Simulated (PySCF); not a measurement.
BO, SMILES [B]=O (connectivity only; charge and spin as stated), charge +1, multiplicity 1. Geometry optimised at r2SCAN-D4/def2-TZVPD. The spin state was assumed, not searched.

PySCF with TDDFT-PBE/def2-TZVPD puts the lowest singlet excitations at 1.55, 1.55, 3.76, 8.34, 8.45, 8.45 eV and the lowest triplet (TDA) at 0.80 eV.

Problem. What are the lowest singlet roots from EOM-CCSD/aug-cc-pVDZ (PySCF)? (An estimate is asked for; the answer gives what the named calculation found.)

Solution. 1.25, 1.25, 3.71, 8.40, 8.55, 8.55 eV; triplets 0.84, 0.84, 2.65 eV. S1 differs by -0.30 eV (second minus first; roots are paired by order, and the bases may differ).
